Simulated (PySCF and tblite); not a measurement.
Results of a calculation; reference values are marked as such.
System: C8H10Si, numbered as in [CH:1]1=[CH:2][C@H:3]2[C@H:4]3[CH:5]=[CH:6][C@@H:7]1[SiH2:8][C@@H:9]23.

For the Cope rearrangement (breaking C3–C4, making C1–C6): electronic barrier 18.17 kcal/mol, zero-point change -1.17 kcal/mol, thermal and entropy terms at 298.15 K a further 0.22 kcal/mol (symmetry numbers apart). The minimum is Cs, the saddle C2v. The path came from a restrained scan, a climbing-image band and a saddle search at GFN2-xTB; energies are PBE0/pcSseg-1 + D3(BJ), IEF-PCM chloroform//GFN2-xTB, thermal terms GFN2-xTB. Rates follow Eyring's equation with the number of equivalent paths and no tunnelling. (PySCF 2.14 with density fitting, tblite 0.8.)

How many equivalent paths lead out of the minimum?

1: the symmetry number of the minimum is 1, that of the saddle displaced along its mode 1.

Work out the rate at 298.15 K.

ΔG‡ = 17.22 kcal/mol; k_B T/h = 6.2×10¹² s⁻¹; exp(−ΔG‡/RT) = 2.4×10⁻¹³; times 1 gives k = 1.5 s⁻¹. Wigner's tunnelling factor for the 387i cm⁻¹ mode would be 1.15.

DFT energies on a tight-binding saddle of a bond shift can be off by several kcal/mol.
